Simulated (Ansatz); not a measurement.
## Nudged elastic band run: ClGaH₆N₂

Input:

```yaml
crystal:
  periodic: [false, false, false]
  atoms:
    - { symbol: Ga, position_ang: [-0.002406, -0.310723, -0.197016] }
    - { symbol: Cl, position_ang: [0.009073, -0.917923, 1.870368] }
    - { symbol: "N", position_ang: [1.589791, -0.124472, -1.005806] }
    - { symbol: H, position_ang: [2.46122, -0.255833, -0.524131] }
    - { symbol: H, position_ang: [1.718948, 0.185372, -1.952497] }
    - { symbol: "N", position_ang: [-1.60453, -0.065758, -0.969678] }
    - { symbol: H, position_ang: [-2.469833, -0.182746, -0.473629] }
    - { symbol: H, position_ang: [-1.743931, 0.241644, -1.915203] }
    - { symbol: H, position_ang: [0.110664, 2.655311, 1.301768] }
    - { symbol: H, position_ang: [0.086104, 2.056328, 1.759223] }
basis:
  gaussian: { orbitals: def2-SVP }
hamiltonian:
  xc: { name: BHLYP }
  dispersion: d4
neb:
  order_check: false
  images: 7
  f_tol: 0.03
  max_iterations: 60
  final_atoms:
    - { symbol: Ga, position_ang: [0.01725754, 0.80335666, -0.57362671] }
    - { symbol: Cl, position_ang: [0.05499976, -0.03287886, 2.65996051] }
    - { symbol: "N", position_ang: [1.54734933, 0.00751906, -1.12724946] }
    - { symbol: H, position_ang: [1.58635666, -0.89395544, -1.56975999] }
    - { symbol: H, position_ang: [2.46327416, 0.322827, -0.86120908] }
    - { symbol: "N", position_ang: [-1.55495657, 0.06607188, -1.0882458] }
    - { symbol: H, position_ang: [-1.6395284, -0.82978304, -1.53565306] }
    - { symbol: H, position_ang: [-2.4524047, 0.42388119, -0.8136326] }
    - { symbol: H, position_ang: [0.05217504, 2.16752597, 0.17494691] }
    - { symbol: H, position_ang: [0.08057719, 1.24663558, 2.62786828] }
  initial_path:
    images:
      - { positions_ang: [[-0.002406, -0.310723, -0.197016], [0.009073, -0.917923, 1.870368], [1.589791, -0.124472, -1.005806], [2.46122, -0.255833, -0.524131], [1.718948, 0.185372, -1.952497], [-1.60453, -0.065758, -0.969678], [-2.469833, -0.182746, -0.473629], [-1.743931, 0.241644, -1.915203], [0.110664, 2.655311, 1.301768], [0.086104, 2.056328, 1.759223]] }
      - { positions_ang: [[-0.00173484, -0.23309929, -0.14784588], [0.01202354, -0.6894131, 2.050171], [1.60832741, -0.09484523, -0.99900587], [2.37706666, -0.42324527, -0.70194199], [1.81843965, 0.36662944, -1.77915364], [-1.62307933, -0.04726039, -0.96525915], [-2.43994786, -0.3384239, -0.56752353], [-1.79025815, 0.38787524, -1.83077123], [0.10707622, 2.43427474, 1.12410601], [0.0871867, 1.91870777, 1.71062328]] }
      - { positions_ang: [[-0.00106367, -0.15547557, -0.09867576], [0.01497409, -0.4609032, 2.22997401], [1.62686383, -0.06521847, -0.99220573], [2.29291332, -0.59065755, -0.87975297], [1.9179313, 0.54788688, -1.60581029], [-1.64162867, -0.02876278, -0.9608403], [-2.41006273, -0.49410181, -0.66141805], [-1.8365853, 0.53410648, -1.74633947], [0.10348845, 2.21323848, 0.94644402], [0.0882694, 1.78108754, 1.66202355]] }
      - { positions_ang: [[-0.00039251, -0.07785186, -0.04950563], [0.01792463, -0.2323933, 2.40977701], [1.64540024, -0.0355917, -0.9854056], [2.20875997, -0.75806982, -1.05756396], [2.01742295, 0.72914432, -1.43246693], [-1.660178, -0.01026517, -0.95642146], [-2.38017759, -0.64977971, -0.75531258], [-1.88291246, 0.68033771, -1.6619077], [0.09990067, 1.99220221, 0.76878203], [0.08935209, 1.64346731, 1.61342383]] }
      - { positions_ang: [[0.00027865, -0.00022814, -0.00033551], [0.02087518, -0.0038834, 2.58958001], [1.66393665, -0.00596493, -0.97860547], [2.12460663, -0.9254821, -1.23537495], [2.1169146, 0.91040176, -1.25912358], [-1.67872734, 0.00823245, -0.95200261], [-2.35029245, -0.80545761, -0.84920711], [-1.92923961, 0.82656895, -1.57747594], [0.09631289, 1.77116595, 0.59112005], [0.09043479, 1.50584708, 1.56482411]] }
      - { positions_ang: [[0.00452338, 0.20066806, -0.14365831], [0.02940632, -0.01113227, 2.60717514], [1.63478982, -0.00259393, -1.01576646], [1.99004414, -0.91760043, -1.31897121], [2.20350449, 0.76350807, -1.15964495], [-1.64778465, 0.0226923, -0.98606341], [-2.17260144, -0.81153897, -1.0208186], [-2.06003088, 0.72589701, -1.3865151], [0.08527843, 1.87025596, 0.48707676], [0.08797039, 1.44104421, 1.83058515]] }
      - { positions_ang: [[0.0087681, 0.40156426, -0.28698111], [0.03793747, -0.01838113, 2.62477026], [1.60564299, 0.00077706, -1.05292746], [1.85548165, -0.90971877, -1.40256747], [2.29009438, 0.61661438, -1.06016633], [-1.61684195, 0.03715216, -1.02012421], [-1.99491043, -0.81762032, -1.19243009], [-2.19082216, 0.62522507, -1.19555427], [0.07424397, 1.96934596, 0.38303348], [0.08550599, 1.37624133, 2.09634619]] }
      - { positions_ang: [[0.01301282, 0.60246046, -0.43030391], [0.04646861, -0.02562999, 2.64236538], [1.57649616, 0.00414806, -1.09008846], [1.72091915, -0.9018371, -1.48616373], [2.37668427, 0.46972069, -0.9606877], [-1.58589926, 0.05161202, -1.05418501], [-1.81721941, -0.82370168, -1.36404157], [-2.32161343, 0.52455313, -1.00459343], [0.0632095, 2.06843597, 0.27899019], [0.08304159, 1.31143845, 2.36210724]] }
      - { positions_ang: [[0.01725754, 0.80335666, -0.57362671], [0.05499976, -0.03287886, 2.65996051], [1.54734933, 0.00751906, -1.12724946], [1.58635666, -0.89395544, -1.56975999], [2.46327416, 0.322827, -0.86120908], [-1.55495657, 0.06607188, -1.0882458], [-1.6395284, -0.82978304, -1.53565306], [-2.4524047, 0.42388119, -0.8136326], [0.05217504, 2.16752597, 0.17494691], [0.08057719, 1.24663558, 2.62786828]] }
```

Run as:

```bash
$ ansatz run input.yaml --threads 2 --pin off --max-ram 3072MiB --backend cpu --events-out ev --progress --plain --runs-dir out
```

Output, in part (warnings, iteration lines, the closing report on the highest movable image, with atoms numbered from 0):

```
NEB end point (image 0): max|allowed force component| = 1.914e-2 eV/Å (the criterion of neb.relax_end_points is 1.000e-2)
NEB end point (image 8): max|allowed force component| = 1.262e-2 eV/Å (the criterion of neb.relax_end_points is 1.000e-2)
NEB iter   1: max|band force component| = 1.113e1 eV/Å  barrier→ = 3.2782 eV  barrier← = 2.3009 eV  Δτ_max = 0.2000 Å  (252 SCF iters)
NEB iter   2: max|band force component| = 1.481e0 eV/Å  barrier→ = 1.9731 eV  barrier← = 0.9959 eV  Δτ_max = 0.2000 Å  (212 SCF iters)
NEB iter   3: max|band force component| = 9.889e-1 eV/Å  barrier→ = 1.8507 eV  barrier← = 0.8735 eV  Δτ_max = 0.2000 Å  (211 SCF iters)
NEB iter   4: max|band force component| = 1.752e0 eV/Å  barrier→ = 1.9252 eV  barrier← = 0.9479 eV  Δτ_max = 0.1003 Å  (207 SCF iters)
NEB iter   5: max|band force component| = 5.281e-1 eV/Å  barrier→ = 1.8788 eV  barrier← = 0.9015 eV  Δτ_max = 0.1995 Å  (212 SCF iters)
NEB iter   6: max|band force component| = 1.564e0 eV/Å  barrier→ = 1.6494 eV  barrier← = 0.6721 eV  Δτ_max = 0.1012 Å  (210 SCF iters)
NEB iter   7: max|band force component| = 1.018e0 eV/Å  barrier→ = 1.4086 eV  barrier← = 0.4313 eV  Δτ_max = 0.1010 Å  (212 SCF iters)
NEB iter   8: max|band force component| = 5.882e-1 eV/Å  barrier→ = 1.3634 eV  barrier← = 0.3861 eV  Δτ_max = 0.0994 Å  (213 SCF iters)
NEB iter   9: max|band force component| = 2.829e-1 eV/Å  barrier→ = 1.3158 eV  barrier← = 0.3385 eV  CI = image 6  Δτ_max = 0.0999 Å  (206 SCF iters)
NEB iter  10: max|band force component| = 4.517e-1 eV/Å  barrier→ = 1.3236 eV  barrier← = 0.3464 eV  CI = image 6  Δτ_max = 0.0504 Å  (211 SCF iters)
NEB iter  11: max|band force component| = 3.671e-1 eV/Å  barrier→ = 1.3158 eV  barrier← = 0.3385 eV  CI = image 6  Δτ_max = 0.0999 Å  (212 SCF iters)
NEB iter  12: max|band force component| = 3.789e-1 eV/Å  barrier→ = 1.3086 eV  barrier← = 0.3313 eV  CI = image 6  Δτ_max = 0.0994 Å  (215 SCF iters)
NEB iter  13: max|band force component| = 4.746e-1 eV/Å  barrier→ = 1.3062 eV  barrier← = 0.3290 eV  CI = image 6  Δτ_max = 0.0999 Å  (213 SCF iters)
NEB iter  14: max|band force component| = 5.933e-1 eV/Å  barrier→ = 1.2988 eV  barrier← = 0.3215 eV  CI = image 6  Δτ_max = 0.1974 Å  (210 SCF iters)
NEB iter  15: max|band force component| = 1.379e0 eV/Å  barrier→ = 1.2613 eV  barrier← = 0.2841 eV  CI = image 5  Δτ_max = 0.2000 Å  (209 SCF iters)
NEB iter  16: max|band force component| = 9.995e-1 eV/Å  barrier→ = 1.5690 eV  barrier← = 0.5918 eV  CI = image 5  Δτ_max = 0.2000 Å  (209 SCF iters)
NEB iter  17: max|band force component| = 9.678e-1 eV/Å  barrier→ = 1.7809 eV  barrier← = 0.8037 eV  CI = image 5  Δτ_max = 0.2000 Å  (209 SCF iters)
NEB iter  18: max|band force component| = 4.317e-1 eV/Å  barrier→ = 1.6746 eV  barrier← = 0.6973 eV  CI = image 5  Δτ_max = 0.1993 Å  (210 SCF iters)
NEB iter  19: max|band force component| = 4.362e-1 eV/Å  barrier→ = 1.6765 eV  barrier← = 0.6993 eV  CI = image 5  Δτ_max = 0.0988 Å  (211 SCF iters)
NEB iter  20: max|band force component| = 2.666e-1 eV/Å  barrier→ = 1.6729 eV  barrier← = 0.6957 eV  CI = image 5  Δτ_max = 0.1010 Å  (211 SCF iters)
NEB iter  21: max|band force component| = 5.103e-1 eV/Å  barrier→ = 1.6693 eV  barrier← = 0.6920 eV  CI = image 5  Δτ_max = 0.0498 Å  (213 SCF iters)
NEB iter  22: max|band force component| = 7.694e-2 eV/Å  barrier→ = 1.6669 eV  barrier← = 0.6897 eV  CI = image 5  Δτ_max = 0.0960 Å  (201 SCF iters)
NEB iter  23: max|band force component| = 6.980e-2 eV/Å  barrier→ = 1.6650 eV  barrier← = 0.6877 eV  CI = image 5  Δτ_max = 0.0773 Å  (202 SCF iters)
NEB iter  24: max|band force component| = 5.598e-2 eV/Å  barrier→ = 1.6643 eV  barrier← = 0.6871 eV  CI = image 5  Δτ_max = 0.0996 Å  (195 SCF iters)
NEB iter  25: max|band force component| = 4.687e-2 eV/Å  barrier→ = 1.6641 eV  barrier← = 0.6868 eV  CI = image 5  Δτ_max = 0.0996 Å  (191 SCF iters)
NEB iter  26: max|band force component| = 4.087e-2 eV/Å  barrier→ = 1.6640 eV  barrier← = 0.6867 eV  CI = image 5  Δτ_max = 0.0996 Å  (178 SCF iters)
NEB iter  27: max|band force component| = 5.290e-2 eV/Å  barrier→ = 1.6639 eV  barrier← = 0.6867 eV  CI = image 5  Δτ_max = 0.0498 Å  (182 SCF iters)
NEB iter  28: max|band force component| = 2.921e-2 eV/Å  barrier→ = 1.6639 eV  barrier← = 0.6867 eV  CI = image 5  Δτ_max = 0.0000 Å  (372 SCF iters)
Total energy: -67963.45833992 eV, -2497.6110267055 hartree
Atom 0 at     0.014833     0.499383    -0.271355 Å, force    -0.001952    -0.002571    -0.003299 eV/Å
Atom 1 at    -0.044713    -0.248404     2.198395 Å, force    -0.000130     0.006334    -0.002989 eV/Å
Atom 2 at     1.593949     0.228988    -1.110634 Å, force     0.002646     0.005200     0.001686 eV/Å
Atom 3 at     1.791261    -0.664953    -1.530022 Å, force    -0.001789    -0.001463     0.000812 eV/Å
Atom 4 at     2.435896     0.628424    -0.730637 Å, force     0.001234    -0.002457    -0.002567 eV/Å
Atom 5 at    -1.646875     0.160258    -0.888413 Å, force    -0.003305    -0.000400    -0.000176 eV/Å
Atom 6 at    -2.388454    -0.094367    -0.258773 Å, force     0.000036    -0.000272     0.000755 eV/Å
Atom 7 at    -1.792957    -0.227855    -1.804435 Å, force     0.002583    -0.000620    -0.000533 eV/Å
Atom 8 at     0.125840     1.859167     0.751255 Å, force     0.000621     0.003249     0.002165 eV/Å
Atom 9 at     0.066320     1.140560     1.538018 Å, force     0.000057    -0.007001     0.004145 eV/Å
Dipole moment:     0.072214    -0.058973    -0.341251 e Å
```

The run converged. The profile has 3 maxima (images 2, 5, 7) with wells between them (images 3, 6): this band takes more than one step, which may be the mechanism or a detour left from its start path. Neighbouring images differ by up to 1.5 eV, so the band resolves the path poorly. A vibrational analysis at the climbing image gives one clearly imaginary mode, 1045i cm⁻¹: a first-order saddle point. The orbitals stay closed-shell, which can raise the energy where a bond breaks towards radicals; this wasn't checked here.

Final band (atoms are numbered from 1 in the order of the input):

| image | path coordinate (Å) | energy (eV) | Ga1–Cl2 (Å) | H9–H10 (Å) | Ga1–H9 (Å) |
| --- | --- | --- | --- | --- | --- |
| 0 | 0.00 | 0.00 | 2.15 | 0.75 | 3.33 |
| 1 | 1.29 | 0.12 | 2.16 | 0.75 | 2.99 |
| 2 | 2.59 | 0.13 | 2.16 | 0.75 | 2.90 |
| 3 | 3.88 | 0.00 | 2.15 | 0.75 | 3.30 |
| 4 | 5.17 | 0.15 | 2.17 | 0.76 | 2.51 |
| 5 | 6.47 | 1.66 | 2.58 | 1.07 | 1.71 |
| 6 | 8.26 | 0.98 | 3.40 | 2.67 | 1.56 |
| 7 | 10.06 | 1.18 | 3.08 | 2.80 | 1.57 |
| 8 | 11.85 | 0.98 | 3.34 | 2.62 | 1.56 |

Run time: 10 min on 2 threads of Arm Neoverse V1, with other jobs on the host, peak memory 0.26 GiB.
